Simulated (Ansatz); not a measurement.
Cost and result for the atomization energy of CH3AlClFO (`[OH][Al]([F])[CH2]Cl`) (8 atoms, 7 bonds).

Total charge 0; spin multiplicity 1. Geometry: relaxed with PBE0-D4/def2-TZVP. It is one conformer, not always the lowest. Program: Ansatz. All runs use 2 threads of an Arm Neoverse V2 on a shared host. Times are those of one run each, without the atoms' runs, and a repeat can differ threefold. Electronic energies, without spin–orbit coupling; frozen cores. CCSD(T)/CBS adds CCSD(T) − MP2 in def2-TZVPP to the MP2 limit, and its time is that of the two runs behind it. T1 = 0.012.

CCSD(T)/CBS is a level of theory with its own doubt, some kJ/mol a heavy atom from the limit and from the frozen cores, so smaller differences don't rank the functionals.

```csv
level,functions,wall time,atomization (kJ/mol),difference from CCSD(T)/CBS,per bond
LDA (SPW92)/def2-TZVPP,219,1.6 s,3444.4,423.2,60.5
BLYP-D4/def2-TZVPP,219,2.8 s,2986.3,-34.9,-5.0
PBE0-D4/def2-TZVPP,219,4.2 s,2981.7,-39.5,-5.6
CCSD(T)/def2-SVP,93,4.9 s,2804.8,-216.4,-30.9
CAM-B3LYP-D4/def2-TZVPP,219,4.9 s,3001.6,-19.6,-2.8
r2SCAN-D4/def2-TZVPP (with forces),219,7 s,3020.4,-0.8,-0.1
B2PLYP/def2-TZVPP,219,7.5 s,2967.6,-53.6,-7.7
PBE-QIDH/def2-TZVPP,219,8 s,2977.3,-43.9,-6.3
ωB97X-V/def2-TZVPP,219,12 s,3003.7,-17.5,-2.5
ωB97M-V/def2-TZVPP (with forces),219,16 s,3012.7,-8.5,-1.2
MP2/def2-QZVPP,401,25 s,3087.5,66.3,9.5
CCSD(T)/def2-TZVPP,219,2.5 min,2928.9,-92.3,-13.2
CCSD(T)/CBS(def2),–,3 min,3021.2,0.0,0.0
```

In def2-TZVPP, CCSD(T) changes the Hartree–Fock value by +758.5 kJ/mol (the triples alone add +51.6 kJ/mol) and MP2 by +861.5 kJ/mol; breaking electron pairs costs correlation energy, which Hartree–Fock lacks. At CCSD(T), def2-SVP lies −216.4 kJ/mol from the extrapolated value and def2-TZVPP −92.3 kJ/mol: correlation converges slowly with the basis, and small sets miss more of it in the bonded molecule than in its fragments. From BLYP to BHLYP (50 % exact exchange), in def2-TZVPP and without D4, the atomization energy moves by −99.6 kJ/mol: exact exchange takes away binding that semilocal exchange gives to molecules.
